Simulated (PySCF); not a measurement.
# Polarisability and C₆ of P²⁺ (phosphorus, charge +2)

[Ne] 3s2 3p1, 2P determinant. All numbers are calculated (PySCF 2.14, the non-relativistic Hamiltonian (point nucleus), in aug-cc-pV(Q+d)Z with one added diffuse shell each of s, p, d, f, g type (8s7p6d4f3g, 114 functions)). Coupled (time-dependent) response in atomic units; α is the mean over directions.

```csv
method,mean α (bohr³),"α xx, yy, zz",C₆ (like pair),S(−4)
wB97X-V,9.349,"9.571, 8.905, 9.571",33.93,37.66
revPBE,9.290,"9.469, 8.931, 9.469",33.58,37.33
```

S(−4) is the Cauchy moment in α(ω) = α(0) + S(−4) ω² + …

α(iu) at revPBE:

| u (hartree) | α(iu) (bohr³) |
| --- | --- |
| 0 | 9.290 |
| 0.0500 | 9.198 |
| 0.100 | 8.932 |
| 0.200 | 8.018 |
| 0.300 | 6.868 |
| 0.500 | 4.750 |
| 0.750 | 3.013 |
| 1.00 | 2.028 |
| 1.50 | 1.094 |
| 2.00 | 0.6961 |
| 3.00 | 0.3737 |
| 5.00 | 0.1788 |

A single London oscillator, α(iu) = α/(1 + u²/ω²), gives C₆ = (3/4) ω α². Matching the computed C₆ needs ω = 4 × 33.58 / (3 × 9.290²) = 0.519 hartree.

For an ion, C₆ is the dispersion term alone; charge-induced terms of lower order in 1/R come first.

The components differ because the open shell of this determinant is not spherical; for a pure term their mean is the scalar polarisability.
